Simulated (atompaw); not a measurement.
**An all-electron radial function and its pseudo partner (phosphorus (P))**

Columns: radius, all-electron u(r) and pseudo u(r) of the 3s shell (level -14.62 eV) of phosphorus in the configuration [Ne] 3s1 3p4; PBEsol, scalar-relativistic, PAW (atompaw) scheme, atompaw 4.2.0.5.

```json
{"r (bohr)": "0.071", "all-electron": "0.1863", "pseudo": "0.0674"}
{"r (bohr)": "0.142", "all-electron": "-0.0122", "pseudo": "0.1343"}
{"r (bohr)": "0.213", "all-electron": "-0.2213", "pseudo": "0.2001"}
{"r (bohr)": "0.285", "all-electron": "-0.3469", "pseudo": "0.2652"}
{"r (bohr)": "0.356", "all-electron": "-0.3800", "pseudo": "0.3271"}
{"r (bohr)": "0.427", "all-electron": "-0.3430", "pseudo": "0.3865"}
{"r (bohr)": "0.498", "all-electron": "-0.2593", "pseudo": "0.4429"}
{"r (bohr)": "0.569", "all-electron": "-0.1485", "pseudo": "0.4958"}
{"r (bohr)": "0.640", "all-electron": "-0.0253", "pseudo": "0.5451"}
{"r (bohr)": "0.712", "all-electron": "0.1015", "pseudo": "0.5910"}
{"r (bohr)": "0.783", "all-electron": "0.2214", "pseudo": "0.6321"}
{"r (bohr)": "0.854", "all-electron": "0.3320", "pseudo": "0.6689"}
{"r (bohr)": "0.925", "all-electron": "0.4308", "pseudo": "0.7013"}
{"r (bohr)": "0.996", "all-electron": "0.5169", "pseudo": "0.7293"}
{"r (bohr)": "1.067", "all-electron": "0.5901", "pseudo": "0.7529"}
{"r (bohr)": "1.138", "all-electron": "0.6508", "pseudo": "0.7722"}
{"r (bohr)": "1.210", "all-electron": "0.7004", "pseudo": "0.7875"}
{"r (bohr)": "1.281", "all-electron": "0.7380", "pseudo": "0.7984"}
{"r (bohr)": "1.352", "all-electron": "0.7655", "pseudo": "0.8054"}
{"r (bohr)": "1.423", "all-electron": "0.7838", "pseudo": "0.8086"}
{"r (bohr)": "1.494", "all-electron": "0.7940", "pseudo": "0.8082"}
{"r (bohr)": "1.565", "all-electron": "0.7971", "pseudo": "0.8043"}
{"r (bohr)": "1.637", "all-electron": "0.7940", "pseudo": "0.7971"}
{"r (bohr)": "1.708", "all-electron": "0.7858", "pseudo": "0.7867"}
{"r (bohr)": "1.779", "all-electron": "0.7732", "pseudo": "0.7734"}
{"r (bohr)": "1.850", "all-electron": "0.7571", "pseudo": "0.7571"}
```

Problem. How many radial nodes do the two functions have?

Solution. The all-electron 3s function has n − l − 1 = 2; the pseudo-wave has 0, since the states of the same l below it are removed with the core.

Problem. Is the pseudo-wave norm-conserving?

Solution. No, it belongs to a PAW set: the norm inside the radius is not constrained, and the difference is carried by the augmentation charge.
